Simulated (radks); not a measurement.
The numbers below are computed, except where a source is named.
The mean radii <r> (bohr) of the occupied orbitals of an atom or ion are listed with their occupations. Level of theory: scalar-relativistic Kohn-Sham, PBE, spin-polarised, spherical densities, finite nucleus; Fermi nuclear charge, rms radius of each element as measured or else 0.836 A^(1/3) + 0.57 fm (a radial shooting solver on a logarithmic mesh with Libxc functionals).

| orbital | occ. | <r> |
|---|---|---|
| 1s up | 1 | 0.02363 |
| 1s down | 1 | 0.02362 |
| 2s up | 1 | 0.09982 |
| 2s down | 1 | 0.09979 |
| 2p up | 3 | 0.08759 |
| 2p down | 3 | 0.08759 |
| 3s up | 1 | 0.2431 |
| 3s down | 1 | 0.2434 |
| 3p up | 3 | 0.2367 |
| 3p down | 1 | 0.2369 |
| 6p up | 1 | 1.106 |

Name the element and its charge. Open shells, if any, are filled with parallel spins first.

Answer. Z = 60, neodymium, charge +43: Nd43+ in [Ne] 3s2 3p4 6p1. The 1s radius gives Z: for a bare nucleus <r> = (2 gamma + 1)/(2Z) with gamma = sqrt(1 - (Z/c)^2), 0.02332 bohr for Z = 60, and screening makes it slightly larger (0.02363 here). The occupations add up to 17, and the charge is Z minus that.
